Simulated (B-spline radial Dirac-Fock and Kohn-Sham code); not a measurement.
# Er⁺: non-radiative channels of the M1 vacancy

System: erbium as Er⁺, configuration [Xe] 4f12 6s1, inside a Watson sphere of charge -1 and radius 2.4 Å (a model of the Madelung potential; inside it an electron's potential energy is raised by 6.0 eV).

Input file task.json (cfg lists n, l and occupation; rrms is the nuclear radius in fm):

```json
{"items": [{
  "Z": 68,
  "q": 1,
  "cfg": [[1, 0, 2], [2, 0, 2], [2, 1, 6], [3, 0, 2], [3, 1, 6], [3, 2, 10], [4, 0, 2], [4, 1, 6], [4, 2, 10], [4, 3, 12], [5, 0, 2], [5, 1, 6], [6, 0, 1]],
  "A": 166,
  "rrms": 5.2516,
  "watson": [-1, 2.4],
  "do": ["binding", "quiet", "decay"],
  "holes": ["K", "L1", "L2", "L3", "M1", "M2", "M3", "M4", "M5", "N1", "N2", "N3", "N4", "N5"]
}]}
```

Run with: `python xray_run.py task.json out`

Method: a relativistic independent-particle model: LDA orbitals of the hole state, radiative multipoles to third order, Auger rates from the Coulomb interaction with a continuum orbital, Dirac-Fock energies. Computed with a B-spline atomic structure program. Kinetic energies are configuration averages from the vacuum level; the two-hole energies are estimated from single-hole states.

```
transition  kinetic energy (eV)  width (meV)  share (%)
   M1-M2N4                 6.17          919        5.0
   M1-M3N2                11.65         1260        6.9
   M1-M2N5                13.95         1750        9.5
   M1-M3N3                56.66         1650        9.0
   M1-M2N7                188.6          848        4.6
   M1-M3N4                199.2          668        3.6
   M1-M3N5                207.5          963        5.2
   M1-M5N1                328.8          659        3.6
   M1-M3N6                380.5         2110       11.5
   M1-M3N7                381.9         2640       14.4
```

Coster-Kronig rates are the weakest part of this model and often come out 1.5 to 2.5 times too large. The listed channels hold 73 % of the non-radiative rate. Summed by principal shells, of 18.4 eV in all: MMN 89.1 %, MMO 6.3 %, MNN 3.9 %, MNO 0.5 %.
